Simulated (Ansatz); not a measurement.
Reaction (formal exchange of groups at a C–N bond): `CC(C)(C)N([SiH3])[SiH3]` + `C#C` → `C#CC(C)(C)C` + `[SiH3]N[SiH3]`

Computed with Ansatz on PBE0-D4/def2-TZVP structures; ΔE is electronic, products minus reactants. CCSD(T)/CBS is the MP2 limit (def2-TZVPP, def2-QZVPP) plus CCSD(T) − MP2 in def2-TZVPP, frozen cores. This one scheme is used for every species.

```
                  species  CCSD/def2-SVP energy (Eh)
`CC(C)(C)N([SiH3])[SiH3]`                 -793.27453
                    `C#C`                  -77.03456
            `C#CC(C)(C)C`                 -233.69758
          `[SiH3]N[SiH3]`                 -636.63187
```

Work out ΔE.

ΔE = (-233.69758) + (-636.63187) − (-793.27453) − (-77.03456) = -0.02036 Eh = -53.5 kJ/mol. CCSD(T)/CBS gives -53.4 kJ/mol.

Largest T1 diagnostic among the species: 0.013.

From BLYP to BHLYP (50 % exact exchange), in def2-TZVPP and without D4, ΔE moves by +4.2 kJ/mol. At CCSD(T), def2-SVP lies +4.1 kJ/mol from the extrapolated value and def2-TZVPP +0.1 kJ/mol. The D4 term adds +22.8 kJ/mol with B3LYP and +13.0 kJ/mol with PBE0; it sums over pairs of atoms, weighted by their polarisabilities, and B3LYP, whose exchange is more repulsive, gets the larger term.

B3LYP here is the variant with VWN-RPA as its local correlation; programs differ in this.
